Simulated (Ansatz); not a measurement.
Ansatz (a quantum-chemistry and plane-wave program) input:

Ansatz 0.2 input:
```yaml
crystal:
  periodic: [false, false, false]
  atoms:
    - {symbol: C, position_ang: [2.60224772, -0.33046324, -0.01818461]}
    - {symbol: C, position_ang: [1.21741281, -0.92321246, -0.26515141]}
    - {symbol: C, position_ang: [0.16879884, -0.09485593, -0.31311538]}
    - {symbol: C, position_ang: [0.07711858, 1.43940640, -0.18096459]}
    - {symbol: C, position_ang: [-1.20691304, -0.70564795, -0.52651306]}
    - {symbol: C, position_ang: [-2.11350415, -0.60232549, 0.70647111]}
    - {symbol: H, position_ang: [2.96215775, -0.66862971, 0.96357560]}
    - {symbol: H, position_ang: [3.31009745, -0.72732341, -0.76079406]}
    - {symbol: H, position_ang: [2.71801056, 0.77456541, -0.03044727]}
    - {symbol: H, position_ang: [-0.68882736, 1.84934798, -0.85182015]}
    - {symbol: H, position_ang: [1.02602591, 1.91454913, -0.43755130]}
    - {symbol: H, position_ang: [-0.17707417, 1.75349523, 0.84101323]}
    - {symbol: H, position_ang: [-1.72787099, -0.22422675, -1.37197762]}
    - {symbol: H, position_ang: [-1.07768779, -1.76329791, -0.77415914]}
    - {symbol: H, position_ang: [-2.30187913, 0.44064705, 0.95922536]}
    - {symbol: H, position_ang: [-1.62851218, -1.07710326, 1.55773354]}
    - {symbol: H, position_ang: [-3.07903756, -1.09055399, 0.53935540]}
basis:
  gaussian:
    orbitals: def2-TZVP
hamiltonian:
  xc: b3lyp
  dispersion: d3bj
total_charge: -1
relax: {f_tol: 0.002, max_steps: 150}
```

Question: Predict the final energy.

Answer: -235.30143 Eh (B3LYP-D3(BJ)/def2-TZVP). The basis has 252 functions.

It need not be the lowest isomer of its formula. Whether it binds its extra electron was not tested at this geometry.
